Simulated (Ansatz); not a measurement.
```xyz
9

Cl    2.299   -1.320   -1.106
Si    0.347   -0.734   -0.889
C    -0.279   -0.498    0.847
Ge   -0.236    1.317   -0.049
H    -0.508   -1.482   -1.837
H    -1.249   -0.910    1.113
H     0.438   -0.595    1.660
H    -1.603    1.953   -0.307
H     0.789    2.268    0.567
```

Charge 0, multiplicity 1.

Problem. List the PBE/def2-TZVPP orbital energies in eV (Ansatz 0.2.0). (An estimate is asked.)

Solution. Computed: Occupied: -10804.46, -2739.07, -1780.60, -1337.84, -1191.26, -1191.25, -1191.25, -268.98, -249.65, -190.34, -190.17, -190.17, -162.41, -138.25, -113.86, -113.84, -113.83, -95.04, -94.96, -94.93, -29.69, -29.68, -29.66, -29.62, -29.59, -20.65, -17.52, -13.42, -12.39, -10.68, -9.95, -9.30, -8.55, -8.41, -8.04, -6.70, -5.76. Lowest empty: -1.39, -1.08, -0.43, -0.01, 0.60, 1.28, 1.98, 2.18.
